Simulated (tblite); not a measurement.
Species: C3H10PSi2 (doublet state).
SMILES with atom numbers: `[CH2:1]=[CH:2][CH2:3][Si@@H:4]([SiH2:5])[PH2:6]` (hydrogens: H7, H8 on C1; H9 on C2; H10, H11 on C3; H12 on Si4; H13, H14 on Si5; H15, H16 on P6)

Structure used (GFN2-xTB), in Å, numbered top down from 1:
```xyz
16
C3H10PSi2 angstrom
C     -2.849   -0.615    0.090
C     -1.805   -0.123   -0.554
C     -0.474   -0.773   -0.631
Si     0.737    0.139    0.562
Si     2.845   -0.692    0.205
P      0.528    2.327    0.068
H     -2.809   -1.575    0.580
H     -3.787   -0.089    0.146
H     -1.869    0.847   -1.034
H     -0.542   -1.823   -0.347
H     -0.094   -0.725   -1.652
H      0.085    0.075    1.894
H      4.012    0.138    0.526
H      3.184   -2.041    0.665
H      1.722    2.701    0.653
H      1.111    2.236   -1.182
```

Calculated harmonic vibrations of the isolated species, GFN2-xTB (tblite), most abundant isotopes, no scaling. Errors from tens to a few hundred cm⁻¹ against measured bands are possible. Modes of hydrogen on phosphorus and silicon can be 10 to 20 % off. One conformer, not necessarily the lowest. Open shells enter through the occupations alone, without spin polarisation, and single modes of such species can be off by tens of per cent.

Harmonic wavenumbers (cm⁻¹): 33.6, 66.8, 81.6, 86.4, 108.6, 120.8, 155.9, 249.3, 362.8, 381.1, 399.2, 431.5, 506.6, 555.0, 587.8, 611.0, 697.4, 719.1, 739.4, 794.4, 802.3, 879.4, 953.6, 1016.9, 1053.7, 1158.9, 1176.7, 1203.8, 1296.8, 1413.1, 1472.9, 1706.9, 2041.4, 2212.9, 2225.5, 2304.1, 2392.9, 2964.1, 2992.1, 3025.9, 3092.4, 3124.2.

A = 2195, B = 1120, C = 797.9 MHz; mass 133.006 u (most abundant isotopes); point group C1, symmetry number 1; spin multiplicity 2.

Task: Zero-point energy?

Result: Half the sum of the wavenumbers: 24099 cm⁻¹ = 288.29 kJ/mol.

Task: What is S at 298.15 K and 1 bar for an ideal gas of classical rigid rotors and harmonic oscillators?

Result: Translation 169.85, rotation 123.36, vibration 151.05, spin (R ln 2) 5.76: S = 450.0 J/(mol K).

Task: And Cp and H(298.15 K) − H(0)?

Result: Cp = 167.79 J/(mol K), of which vibrations give 134.53 (their classical limit is 42 R = 349.2); H(298.15 K) − H(0) = 32.10 kJ/mol without the zero-point energy, 22.19 from vibrations.

Task: Which modes carry the vibrational entropy at 298.15 K?

Result: 33.6 cm⁻¹: 23.45; 66.8 cm⁻¹: 17.76; 81.6 cm⁻¹: 16.12; 86.4 cm⁻¹: 15.65; 108.6 cm⁻¹: 13.78; 120.8 cm⁻¹: 12.92 J/(mol K); the other 36 give 51.37 together.

Task: What must be added to the electronic energy to get the Gibbs energy at 298.15 K and 1 bar?

Result: ZPE + [H(298.15 K) − H(0)] − T·S = 288.29 + 32.10 − 134.17 = 186.22 kJ/mol.

Task: Blend soft modes into free rotors: weight 1/[1 + (100 cm⁻¹/ν̃)⁴] for the oscillator and the rest for a rotor with moment μB/(μ + B), μ = h/(8π²ν), B = 10⁻⁴⁴ kg m². What vibrational entropy results?

Result: 134.90 J/(mol K) in place of 151.05, which changes −T·S at 298.15 K by +4.81 kJ/mol.

Hindered rotation and anharmonicity are outside this model. Other conformers, if any are populated, would add a mixing term that is left out. The structure is chiral; the term R ln 2 for an equal mix with its mirror image is left out.
